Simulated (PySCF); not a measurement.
B(F)(OH)(SiH3) (BFH4OSi), SMILES OB(F)[SiH3]. Heavy atoms are numbered as in [B:1]([F:2])([OH:3])[SiH3:5]. Hydrogens are named by the atom that carries them.

Geometry: PBE-D3(BJ)/def2-SVP. The values are those of a single conformer.

All values below come from PySCF with B3LYP/pcSseg-1.

GIAO shieldings, no solvent; atoms alike by connectivity are averaged. δ = σ(ref) − σ: ¹¹B against BF3 (σ = 86.3 ppm); ¹⁹F against CFCl3 (σ = 161.7 ppm); ¹⁷O against H2O (σ = 333.8 ppm); ¹H against TMS (σ = 31.68 ppm); ²⁹Si against TMS (σ = 338.7 ppm), references at their B3LYP-D3(BJ)/def2-TZVP geometries, non-relativistic.

| nucleus | atoms | count | δ (ppm) |
|---|---|---|---|
| ¹¹B | B1 | 1 | 22.1 |
| ¹⁹F | F2 | 1 | -49.6 |
| ¹⁷O | O3 (OH) | 1 | 170.9 |
| ¹H | H on O3 | 1 | 5.52 |
| ¹H | H on Si5 | 3 | 3.80 |
| ²⁹Si | Si5 (SiH3) | 1 | -112.6 |
